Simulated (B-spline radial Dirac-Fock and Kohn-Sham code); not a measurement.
Run log: Os⁺

ΔSCF core binding energies without Breit or QED terms, calculated with a radial atomic solver. Keys: rel is the Hamiltonian (dirac, or spin-free x2c and nr, where L3 and M5 stand for the whole 2p and 3d shells), method is hf or an exchange,correlation pair (spin-unpolarised, also for the hole states), nuc the nuclear model, radius_factor scales its radius, rmax is the box in bohr, h the logarithmic mesh step, order the B-spline order, points the quadrature points per cell, c_factor scales the speed of light, and damp, ndamp, maxit and tol steer the iteration. The run stops when the commutator error falls below 10·tol·max(1, Z/10), or the numerical noise floor, and the energy has settled to about 1e-8 Ha; the virial ratio is −V/T.

Input (task.json):

```json
{"items": [{"Z": 76, "q": 1, "cfg": [[1, 0, 2], [2, 0, 2], [2, 1, 6], [3, 0, 2], [3, 1, 6], [3, 2, 10], [4, 0, 2], [4, 1, 6], [4, 2, 10], [4, 3, 14], [5, 0, 2], [5, 1, 6], [5, 2, 6], [6, 0, 1]], "A": 192, "rrms": 5.4126, "do": "settings", "holes": ["K", "L3", "M5"],
  "settings": [{"rel": "dirac", "method": "hf", "nuc": "fermi", "radius_factor": 1.0, "rmax": 45.0, "h": 0.3, "order": 4, "points": 10, "c_factor": 1.0, "maxit": 80, "damp": 0.5, "ndamp": 3, "tol": 1e-08}]}]}
```

Command: `python xray2_run.py task.json out`

Ground-state iterations:

```
iter   energy (Ha)        error
   1   -17269.60621641  2.21e+00
   2   -17270.09069746  2.18e-01
   3   -17270.65542852  2.67e-02
   4   -17270.65966781  8.56e-03
   5   -17270.66011648  1.53e-03
   6   -17270.66012983  8.07e-04
   7   -17270.66013942  2.64e-04
   8   -17270.66014005  6.17e-05
   9   -17270.66014011  5.24e-06
  10   -17270.66014011  5.00e-07
```

The ground state converged in 10 iterations, with total energy -17270.66014 Ha, virial ratio 1.88166 and highest orbital energy -15.41 eV. ΔSCF binding energies: K (1s) 74268.7 eV, L3 (2p3/2) 10921.9 eV, M5 (3d5/2) 1983.1 eV.

Question: One setting is unsound. Which, and why?

Answer: order is too low for an accurate radial basis. With the default settings (Dirac Hartree-Fock): The ground state converged in 10 iterations, with total energy -17270.76437 Ha, virial ratio 1.88167 and highest orbital energy -15.42 eV. ΔSCF binding energies: K (1s) 74268.7 eV, L3 (2p3/2) 10921.8 eV, M5 (3d5/2) 1983.0 eV.
